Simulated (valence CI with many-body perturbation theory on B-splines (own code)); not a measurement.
# E1 transitions of Nd46+

Calculated by valence CI with perturbative core correlation (CI+MBPT): four valence electrons over a frozen Dirac-Fock core [Ne], radial functions for each j: 11 s, 11 p, 10 d, 8 f, 5 g, 2 h, with the one-electron correlation potential Σ1, the two-electron term Σ2, the three-electron term Σ3, Breit, model QED; selected CI, second order for the rest, scaled by the run's own slope (own B-spline code, finite nucleus).

No measured spectrum was set against this ion. As an estimate, large intervals hold to a few tenths of a per cent, small ones and those within an open d or f shell to about a per cent. Among the levels kept, up to 590 cm⁻¹ of a level comes from second order outside the variational space, and about a tenth of that is noise between levels of different J, which matters for small intervals.

Lines 101 to 150 of 536 in falling wavelength, among levels below 889.14 eV, chosen from the strongest by gf and those to the six lowest levels. Wavelengths and rates use the calculated energies. Electric multipoles are in the length gauge with retardation, E1 and E2 with the static RPA response of the core. Weak lines are less certain than strong ones. Lines between different terms over intervals too small for the method are left out, as are lines whose strength nearly cancels. The highest levels of a list are the least certain.

Levels are named by their leading jj configuration (3d3/2^4 stands for four electrons in 3d with j = 3/2), which in mixed levels can hold well under half, so a name can repeat and another be missing. Letters in brackets count levels of one name in rising energy.

```
λ vac (nm)                           Upper                           Lower   A (s⁻¹)  log gf  Branch %
     6.019  (3s 3p1/2 3d3/2 3d5/2) J=3 [b]  (3s 3p1/2 3p3/2 3d3/2) J=2 [c]  4.80e+10   -0.74      19.8
     6.000  (3s 3p1/2 3d3/2 3d5/2) J=4 [c]  (3s 3p1/2 3p3/2 3d3/2) J=3 [c]  2.08e+10   -1.00       4.0
     5.999      (3s 3p1/2 3d5/2^2) J=4 [a]  (3s 3p1/2 3p3/2 3d5/2) J=3 [a]  6.63e+10   -0.49      18.6
     5.941       (3p1/2 3p3/2^2 3d3/2) J=4  (3s 3p1/2 3p3/2 3d5/2) J=3 [d]  2.27e+10   -0.97       3.8
     5.938      (3s 3p1/2 3p3/2 3d5/2) J=0      (3s 3p1/2 3p3/2^2) J=1 [b]  1.79e+11   -1.02      32.0
     5.931  (3s 3p1/2 3d3/2 3d5/2) J=2 [b]  (3s 3p1/2 3p3/2 3d3/2) J=2 [c]  4.88e+10   -0.89      19.1
     5.928          (3s^2 3d3/2 3d5/2) J=4          (3s^2 3p3/2 3d3/2) J=3  8.11e+10   -0.42      14.6
     5.924          (3s^2 3d3/2 3d5/2) J=2          (3s^2 3p3/2 3d3/2) J=1  3.82e+10   -1.00       4.2
     5.921          (3s^2 3p1/2 3d5/2) J=2          (3s^2 3p1/2 3p3/2) J=1  6.69e+10   -0.75      87.2
     5.915      (3s 3p3/2^2 3d5/2) J=1 [b]                (3s 3p3/2^3) J=1  1.60e+11   -0.60      15.0
     5.909  (3s 3p1/2 3d3/2 3d5/2) J=3 [c]  (3s 3p1/2 3p3/2 3d3/2) J=2 [d]  7.33e+10   -0.57      10.1
     5.907  (3s 3p1/2 3p3/2 3d5/2) J=3 [b]          (3s 3p1/2 3p3/2^2) J=3  3.57e+10   -0.88      10.9
     5.892      (3s 3p1/2 3d5/2^2) J=1 [b]  (3s 3p1/2 3p3/2 3d5/2) J=2 [c]  5.74e+10   -1.05      15.2
     5.884  (3s 3p1/2 3p3/2 3d5/2) J=4 [b]          (3s 3p1/2 3p3/2^2) J=3  7.16e+10   -0.48      65.1
     5.874          (3s 3p1/2^2 3d5/2) J=3          (3s 3p1/2^2 3p3/2) J=2  7.17e+10   -0.59      77.4
     5.874  (3s 3p1/2 3d3/2 3d5/2) J=3 [a]  (3s 3p1/2 3p3/2 3d3/2) J=2 [b]  9.33e+10   -0.47      37.1
     5.867   (3p1/2 3p3/2^2 3d5/2) J=1 [b]             (3p1/2 3p3/2^3) J=1  1.65e+11   -0.59      17.2
     5.866  (3s 3p1/2 3p3/2 3d5/2) J=3 [a]      (3s 3p1/2 3p3/2^2) J=2 [a]  4.86e+10   -0.76      26.1
     5.851   (3p1/2 3p3/2^2 3d5/2) J=3 [c]             (3p1/2 3p3/2^3) J=2  1.85e+11   -0.18      26.4
     5.840      (3s 3p1/2 3d5/2^2) J=3 [a]  (3s 3p1/2 3p3/2 3d5/2) J=4 [b]  3.56e+10   -0.90      13.4
     5.834  (3s 3p1/2 3d3/2 3d5/2) J=4 [a]  (3s 3p1/2 3p3/2 3d3/2) J=3 [a]  9.43e+10   -0.36      77.0
     5.829      (3s 3p1/2 3d3/2^2) J=2 [b]  (3s 3p1/2 3p3/2 3d3/2) J=1 [a]  3.89e+10   -1.00       5.8
     5.829  (3s 3p1/2 3p3/2 3d5/2) J=2 [d]      (3s 3p1/2 3p3/2^2) J=1 [b]  1.70e+11   -0.36      20.7
     5.829   (3p1/2 3p3/2^2 3d5/2) J=2 [c]             (3p1/2 3p3/2^3) J=1  2.97e+11   -0.12      31.7
     5.817      (3s 3p1/2 3d5/2^2) J=3 [a]  (3s 3p1/2 3p3/2 3d5/2) J=3 [b]  3.25e+10   -0.94      12.2
     5.811          (3s 3p3/2^2 3d3/2) J=4          (3s^2 3p3/2 3d5/2) J=3  3.32e+10   -0.82       4.4
     5.804  (3s 3p1/2 3p3/2 3d5/2) J=3 [d]      (3s 3p1/2 3p3/2^2) J=2 [b]  1.79e+11   -0.20      33.4
     5.802          (3s^2 3p3/2 3d5/2) J=1              (3s^2 3p3/2^2) J=0  1.35e+11   -0.69      61.2
     5.791       (3p1/2^2 3p3/2 3d5/2) J=3  (3s 3p1/2 3p3/2 3d3/2) J=2 [a]  1.47e+11   -0.28      56.5
     5.782   (3p1/2 3p3/2^2 3d5/2) J=2 [b]             (3p1/2 3p3/2^3) J=2  1.63e+11   -0.39      19.4
     5.780  (3s 3p1/2 3p3/2 3d5/2) J=2 [c]      (3s 3p1/2 3p3/2^2) J=2 [b]  5.45e+10   -0.86      12.8
     5.779  (3s 3p1/2 3d3/2 3d5/2) J=1 [a]           (3p1/2^2 3p3/2^2) J=0  5.18e+10   -1.11      15.4
     5.778  (3s 3p1/2 3p3/2 3d5/2) J=1 [c]      (3s 3p1/2 3p3/2^2) J=1 [a]  1.43e+11   -0.67      42.2
     5.772  (3s 3p1/2 3d3/2 3d5/2) J=2 [c]  (3s 3p1/2 3p3/2 3d3/2) J=1 [b]  8.05e+10   -0.70       9.9
     5.764  (3s 3p1/2 3p3/2 3d5/2) J=1 [b]          (3s 3p1/2 3p3/2^2) J=0  9.47e+10   -0.85      38.2
     5.736      (3s 3p1/2 3d3/2 3d5/2) J=5      (3s 3p1/2 3p3/2 3d3/2) J=4  1.14e+11   -0.21      80.1
     5.725  (3s 3p1/2 3d3/2 3d5/2) J=4 [c]  (3s 3p1/2 3p3/2 3d3/2) J=3 [b]  1.21e+11   -0.27      23.4
     5.720  (3s 3p1/2 3p3/2 3d5/2) J=2 [c]      (3s 3p1/2 3p3/2^2) J=1 [a]  1.36e+11   -0.48      32.1
     5.714  (3s 3p1/2 3d3/2 3d5/2) J=2 [a]  (3s 3p1/2 3p3/2 3d3/2) J=2 [b]  3.15e+10   -1.11       5.2
     5.708  (3s 3p1/2 3d3/2 3d5/2) J=3 [b]      (3s 3p1/2 3p3/2 3d3/2) J=4  2.25e+10   -1.11       9.3
     5.705   (3p1/2 3p3/2^2 3d5/2) J=2 [c]             (3p1/2 3p3/2^3) J=2  3.54e+10   -1.06       3.8
     5.678      (3s 3p3/2^2 3d5/2) J=2 [a]                (3s 3p3/2^3) J=2  8.99e+10   -0.66      15.8
     5.676  (3s 3p1/2 3d3/2 3d5/2) J=4 [c]  (3s 3p1/2 3p3/2 3d5/2) J=4 [a]  3.63e+10   -0.80       7.0
     5.626  (3s 3p1/2 3p3/2 3d5/2) J=3 [b]      (3s 3p1/2 3p3/2^2) J=2 [a]  1.02e+11   -0.47      31.3
     5.621      (3s 3p3/2^2 3d5/2) J=2 [c]                (3s 3p3/2^3) J=1  4.15e+11   -0.01      34.4
     5.604          (3s 3p1/2 3d5/2^2) J=5      (3s 3p1/2 3p3/2 3d5/2) J=5  5.18e+10   -0.57      31.3
     5.603  (3s 3p1/2 3d3/2 3d5/2) J=2 [a]  (3s 3p1/2 3p3/2 3d3/2) J=1 [a]  5.90e+10   -0.86       9.8
     5.599          (3s 3p1/2^2 3d5/2) J=2          (3s 3p1/2^2 3p3/2) J=2  2.71e+10   -1.20      26.9
     5.598  (3s 3p1/2 3p3/2 3d5/2) J=4 [c]          (3s 3p1/2 3p3/2^2) J=3  1.22e+11   -0.29      38.7
     5.591      (3s 3p1/2 3d5/2^2) J=2 [a]  (3s 3p1/2 3p3/2 3d5/2) J=2 [a]  1.68e+11   -0.40      54.6
```
